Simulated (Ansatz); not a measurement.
Steps of a relaxation of CH₂ClFO₂Si, SMILES `O[Si@]1(F)O[C@@H]1Cl` with RKS PBE-D4/def2-SVP.

```sh
$ ansatz run in.yaml --threads 4 --pin off --events-out ev --progress --plain --max-ram 10444MiB
```

```yaml
crystal:
  periodic: [false, false, false]
  atoms:
    - {symbol: O, position_ang: [1.751200, 0.414200, -0.760200]}
    - {symbol: Si, position_ang: [0.643900, -0.257400, 0.262800]}
    - {symbol: F, position_ang: [1.148900, -1.635900, 0.823900]}
    - {symbol: O, position_ang: [-0.630400, -0.602500, -0.634400]}
    - {symbol: C, position_ang: [-1.096100, 0.166900, 0.462800]}
    - {symbol: Cl, position_ang: [-1.636200, 1.820300, 0.212300]}
    - {symbol: H, position_ang: [1.515800, 0.315600, -1.702300]}
    - {symbol: H, position_ang: [-1.605000, -0.278300, 1.279200]}
basis:
  gaussian: {orbitals: def2-SVP}
hamiltonian: {xc: pbe, dispersion: d4}
relax: {f_tol: 0.03, max_steps: 200}
```

Positions (Å) and forces (eV/Å) along the path, 15 of 15 steps:

```xyz
8
step=1 energy=-28252.5330 eV
O     1.751    0.414   -0.760    0.742    0.432    0.445
Si    0.644   -0.257    0.263    2.759    1.253   -0.371
F     1.149   -1.636    0.824    1.220   -1.628    1.355
O    -0.630   -0.603   -0.634   -4.143   -0.832   -2.203
C    -1.096    0.167    0.463    1.422    1.503    0.117
Cl   -1.636    1.820    0.212   -0.486    0.273   -0.344
H     1.516    0.316   -1.702   -0.139    0.020    0.164
H    -1.605   -0.278    1.279   -1.376   -1.020    0.838
8
step=2 energy=-28253.1158 eV
O     1.807    0.398   -0.765    0.308    0.033    0.342
Si    0.683   -0.316    0.216    0.580    0.575   -0.732
F     1.198   -1.697    0.828    0.746   -0.600    0.699
O    -0.720   -0.594   -0.606   -1.543   -0.427   -0.865
C    -1.036    0.219    0.533    0.086    0.373    0.269
Cl   -1.714    1.816    0.148    0.050    0.075    0.052
H     1.545    0.379   -1.707   -0.052    0.046    0.168
H    -1.670   -0.264    1.295   -0.175   -0.076    0.067
8
step=3 energy=-28253.2991 eV
O     1.812    0.412   -0.754   -0.108   -0.332    0.024
Si    0.660   -0.385    0.127   -0.644   -0.113    0.099
F     1.268   -1.685    0.905    0.103    0.443   -0.240
O    -0.839   -0.677   -0.620    0.160   -0.047   -0.203
C    -1.038    0.204    0.529    0.159   -0.099    0.406
Cl   -1.640    1.846    0.151    0.073   -0.099   -0.043
H     1.570    0.468   -1.702    0.059    0.091    0.169
H    -1.702   -0.240    1.309    0.199    0.156   -0.212
8
step=4 energy=-28253.3417 eV
O     1.798    0.377   -0.734   -0.037   -0.177   -0.206
Si    0.642   -0.423    0.127   -0.358   -0.205   -0.114
F     1.305   -1.694    0.893    0.017    0.311   -0.085
O    -0.853   -0.718   -0.623    0.222    0.122    0.237
C    -1.020    0.202    0.534   -0.094   -0.021   -0.033
Cl   -1.586    1.843    0.085    0.104   -0.151    0.059
H     1.503    0.558   -1.652    0.108    0.083    0.233
H    -1.696   -0.201    1.315    0.038    0.037   -0.091
8
step=5 energy=-28253.3629 eV
O     1.789    0.315   -0.741   -0.352    0.285   -1.077
Si    0.620   -0.470    0.111    0.029   -0.132   -0.024
F     1.346   -1.674    0.911   -0.046    0.077   -0.009
O    -0.876   -0.770   -0.613    0.155    0.109    0.195
C    -1.008    0.189    0.534   -0.229    0.039   -0.130
Cl   -1.497    1.842    0.038    0.028   -0.108    0.044
H     1.431    0.684   -1.599    0.439   -0.278    0.969
H    -1.712   -0.173    1.304   -0.022    0.008    0.031
8
step=6 energy=-28253.3839 eV
O     1.795    0.293   -0.761   -0.245    0.106   -0.552
Si    0.622   -0.473    0.106    0.018   -0.059    0.002
F     1.343   -1.675    0.914   -0.027    0.082   -0.027
O    -0.877   -0.772   -0.606    0.086    0.037    0.114
C    -1.011    0.189    0.532   -0.101    0.028   -0.083
Cl   -1.503    1.836    0.028    0.015   -0.058    0.029
H     1.433    0.712   -1.580    0.262   -0.135    0.510
H    -1.710   -0.167    1.310   -0.009    0.000    0.007
8
step=7 energy=-28253.3757 eV rejected
O     1.766    0.169   -0.881    0.176    0.041    0.099
Si    0.604   -0.474    0.089    0.041    0.015   -0.049
F     1.342   -1.633    0.948   -0.023    0.110   -0.143
O    -0.905   -0.815   -0.558   -0.204    0.032   -0.183
C    -1.038    0.184    0.533    0.294   -0.213    0.110
Cl   -1.512    1.828    0.042   -0.136    0.106   -0.166
H     1.564    0.854   -1.547   -0.197   -0.175    0.237
H    -1.729   -0.171    1.318    0.049    0.085    0.095
8
step=8 energy=-28253.4044 eV
O     1.792    0.228   -0.807   -0.096    0.179   -0.305
Si    0.615   -0.484    0.096    0.026   -0.006   -0.026
F     1.345   -1.665    0.922   -0.015    0.022   -0.014
O    -0.891   -0.791   -0.588   -0.020   -0.008    0.047
C    -1.014    0.190    0.530   -0.016   -0.022   -0.045
Cl   -1.511    1.827    0.010   -0.004    0.007   -0.014
H     1.459    0.793   -1.539    0.117   -0.181    0.335
H    -1.705   -0.154    1.321    0.007    0.008    0.020
8
step=9 energy=-28253.4125 eV
O     1.782    0.209   -0.826   -0.024    0.030   -0.123
Si    0.607   -0.503    0.078    0.043    0.019    0.095
F     1.344   -1.680    0.903   -0.008    0.017   -0.032
O    -0.913   -0.833   -0.562   -0.096   -0.011   -0.025
C    -1.015    0.186    0.518    0.141   -0.027    0.119
Cl   -1.495    1.812   -0.046   -0.052    0.031   -0.046
H     1.461    0.867   -1.473    0.022   -0.049    0.106
H    -1.678   -0.116    1.352   -0.025   -0.009   -0.094
8
step=10 energy=-28253.4149 eV
O     1.777    0.205   -0.833    0.018   -0.057   -0.016
Si    0.608   -0.507    0.078    0.003   -0.009    0.059
F     1.348   -1.684    0.900    0.003    0.005   -0.020
O    -0.915   -0.840   -0.556   -0.038    0.016    0.008
C    -1.010    0.187    0.518    0.084   -0.046    0.079
Cl   -1.485    1.811   -0.058   -0.043    0.038   -0.042
H     1.447    0.879   -1.454   -0.010    0.056   -0.007
H    -1.679   -0.108    1.349   -0.017   -0.002   -0.061
8
step=11 energy=-28253.4162 eV
O     1.761    0.185   -0.862    0.028   -0.072    0.024
Si    0.609   -0.527    0.072    0.012    0.135   -0.052
F     1.345   -1.700    0.898    0.047   -0.025   -0.037
O    -0.928   -0.854   -0.535    0.028   -0.079   -0.041
C    -0.994    0.190    0.517   -0.028    0.077   -0.006
Cl   -1.483    1.806   -0.095    0.028   -0.027    0.011
H     1.439    0.930   -1.403   -0.022   -0.015    0.023
H    -1.657   -0.086    1.352   -0.094    0.005    0.078
8
step=12 energy=-28253.4027 eV rejected
O     1.764    0.174   -0.862   -0.346    0.948   -0.632
Si    0.610   -0.524    0.078   -0.096   -0.113   -0.033
F     1.361   -1.705    0.880    0.019   -0.029    0.045
O    -0.926   -0.872   -0.524    0.053    0.114    0.087
C    -0.998    0.189    0.521   -0.049   -0.118    0.016
Cl   -1.457    1.802   -0.111   -0.026    0.047   -0.030
H     1.419    0.952   -1.389    0.389   -0.875    0.594
H    -1.681   -0.073    1.352    0.057    0.025   -0.046
8
step=13 energy=-28253.4184 eV
O     1.764    0.179   -0.867   -0.035    0.018    0.023
Si    0.610   -0.520    0.075    0.027   -0.037   -0.046
F     1.354   -1.701    0.884    0.029   -0.008    0.008
O    -0.924   -0.863   -0.529   -0.003    0.035    0.034
C    -0.998    0.189    0.520   -0.024   -0.011   -0.030
Cl   -1.474    1.803   -0.103   -0.002    0.008   -0.005
H     1.434    0.935   -1.390    0.016   -0.011    0.003
H    -1.673   -0.079    1.354   -0.008    0.006    0.011
8
step=14 energy=-28253.4187 eV
O     1.759    0.183   -0.865    0.002   -0.001   -0.008
Si    0.610   -0.527    0.072   -0.014    0.010    0.042
F     1.360   -1.706    0.878    0.019   -0.008   -0.003
O    -0.928   -0.869   -0.520   -0.019   -0.006   -0.041
C    -0.998    0.187    0.521   -0.003   -0.005    0.019
Cl   -1.465    1.802   -0.113   -0.002   -0.001   -0.008
H     1.431    0.943   -1.383    0.001    0.000    0.002
H    -1.677   -0.072    1.354    0.017    0.011   -0.002
8
step=15 energy=-28253.4188 eV
O     1.758    0.183   -0.865    0.002    0.004   -0.007
Si    0.609   -0.528    0.073   -0.010    0.004    0.014
F     1.361   -1.708    0.875    0.009   -0.003    0.000
O    -0.929   -0.869   -0.520   -0.009   -0.003   -0.001
C    -0.998    0.188    0.520    0.002    0.005   -0.008
Cl   -1.466    1.800   -0.118    0.003   -0.004    0.005
H     1.430    0.946   -1.378    0.002   -0.002    0.002
H    -1.673   -0.068    1.357    0.000   -0.001   -0.005
```

Run time 15 s (4 threads of an AMD EPYC 7B13 on a shared host); peak host memory 0.19 GiB.
